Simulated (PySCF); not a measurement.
A calculated (UHF, PySCF 2.14, aug-cc-pVDZ, the non-relativistic Hamiltonian (point nucleus)) atom or ion has these occupied shells.

```json
{"shell": "1s α", "electrons": "1", "orbital energy (eV)": "-637.43", "rms radius, mean of both spins (bohr)": "0.230"}
{"shell": "1s β", "electrons": "1", "orbital energy (eV)": "-635.85", "rms radius, mean of both spins (bohr)": "0.230"}
{"shell": "2s α", "electrons": "1", "orbital energy (eV)": "-91.167", "rms radius, mean of both spins (bohr)": "1.08"}
{"shell": "2s β", "electrons": "1", "orbital energy (eV)": "-85.697", "rms radius, mean of both spins (bohr)": "1.08"}
{"shell": "2p α", "electrons": "1", "orbital energy (eV)": "-77.933", "rms radius, mean of both spins (bohr)": "1.01"}
```

(1) Name the element and its charge.

## Answers

(1) O³⁺ (oxygen, charge +3), in [He] 2s2 2p1, 2P determinant.
